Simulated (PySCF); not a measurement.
Species: Zr(OH)Cl3 (singlet state).
Bonds: Zr1–O2, Zr1–Cl4, Zr1–Cl5, Zr1–Cl6. Hydrogens: H3 on O2.

Computed by this run: PBE0-D3(BJ)/def2-SVP geometry optimisation, gas phase, def2 core potentials past Kr (PySCF 2.14.0); density fitting, grid level 1; the optimiser is geomeTRIC in internal coordinates, started from a GFN2-xTB structure with every atom displaced at random (about 0.03 Å).

The end geometry, which sets the zero of energy:
```
atom  x, y, z in Å
Zr1     0.0097   -0.0786   -0.4109
O2      0.0493    0.2046    1.4458
H3      0.0574    0.3249    2.3963
Cl4     2.2002   -0.2255   -1.2255
Cl5    -1.0605    1.7193   -1.4501
Cl6    -1.1930   -2.0407   -0.8247
```

Question: These geometries come from the run, each turned onto the end geometry. Order them by energy, lowest first.
A.
```
atom  x, y, z in Å
Zr1     0.0274   -0.0834   -0.3434
O2      0.0466    0.2377    1.5753
H3      0.0516    0.3779    2.5252
Cl4     2.1624   -0.2588   -1.3444
Cl5    -1.0517    1.6511   -1.5066
Cl6    -1.1732   -2.0205   -0.9753
```
B.
```
atom  x, y, z in Å
Zr1     0.0108   -0.0759   -0.3943
O2      0.0425    0.2107    1.4522
H3      0.0484    0.3371    2.4021
Cl4     2.1816   -0.2448   -1.2485
Cl5    -1.0527    1.7230   -1.4393
Cl6    -1.1674   -2.0461   -0.8415
```
C.
```
atom  x, y, z in Å
Zr1     0.0193   -0.0765   -0.3605
O2      0.0445    0.2282    1.5164
H3      0.0511    0.3637    2.4666
Cl4     2.1608   -0.2541   -1.3006
Cl5    -1.0457    1.6737   -1.4684
Cl6    -1.1669   -2.0310   -0.9229
```
D.
```
atom  x, y, z in Å
Zr1     0.0470   -0.1168   -0.2451
O2      0.0465    0.2149    1.5318
H3      0.0445    0.3643    2.4578
Cl4     2.0721   -0.2446   -1.3367
Cl5    -1.0269    1.5612   -1.5089
Cl6    -1.1201   -1.8750   -0.9681
```

Answer: B (0.003 eV), C (0.031 eV), A (0.119 eV), D (0.442 eV).

In the order of the answer:

```
step  E above end (eV)  largest force (eV/Å)  rms force component (eV/Å)  rms distance from end (Å)  rms bond change (Å)  bond most changed (Å)
   3             0.003                  0.40                       0.126                      0.023                0.005          Zr1–O2 -0.010
   2             0.031                  0.46                       0.152                      0.077                0.013          Zr1–O2 +0.023
   1             0.119                  1.54                       0.443                      0.123                0.034          Zr1–O2 +0.067
   0             0.442                  3.64                       1.199                      0.161                0.062         Zr1–Cl6 -0.108
```

What follows is the cost of the whole optimisation. On one thread, Arm Neoverse V2 (aarch64), shared host with 96 logical CPUs at a one-minute load of 42, this took 54 s and 0.40 GiB of memory at its peak.
